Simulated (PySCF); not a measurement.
CH8GeOSi, SMILES [SiH3]O[CH2][GeH3], GFN2-xTB optimised geometry.

```
12

Si     1.48    -0.11     0.00
O     -0.13    -0.11     0.00
C     -1.00     0.97     0.00
Ge    -0.83     2.22     1.54
H      2.02     0.51     1.22
H      2.01     0.63    -1.15
H      1.69    -1.55    -0.08
H     -2.02     0.57     0.00
H     -0.89     1.55    -0.93
H     -1.98     3.17     1.52
H     -0.85     1.50     2.85
H      0.42     3.03     1.48
```

Density from CAM-B3LYP/def2-TZVP (PySCF) at that geometry.

Minimum of the electron density along straight lines between bonded atoms, close to the bond critical point (lines longer than 1.1 times the sum of covalent radii, or with two minima, are not listed):

```
bond     length / Å  ρ at the minimum / e bohr⁻³  ∇²ρ there / e bohr⁻⁵  position (fraction from the first atom)
-------  ----------  ---------------------------  --------------------  ---------------------------------------
Si1–O2        1.616                        0.145                  0.93                                     0.42
O2–C3         1.392                        0.266                 -0.51                                     0.65
C3–Ge4        1.987                        0.125                   ___                                     0.53
Si1–H5        1.470                        0.126                  0.16                                     0.49
Si1–H6        1.469                        0.126                  0.16                                     0.49
Si1–H7        1.453                        0.130                   ___                                     0.49
C3–H8         1.097                        0.282                 -0.99                                     0.65
C3–H9         1.099                        0.280                 -0.97                                     0.65
Ge4–H10       1.497                        0.142                  0.09                                     0.60
Ge4–H11       1.494                        0.143                  0.09                                     0.60
Ge4–H12       1.496                        0.142                  0.09                                     0.60
```

Q: What belongs in the gaps?

A: 
- C3–Ge4, ∇²ρ there / e bohr⁻⁵: 0.06
- Si1–H7, ∇²ρ there / e bohr⁻⁵: 0.18
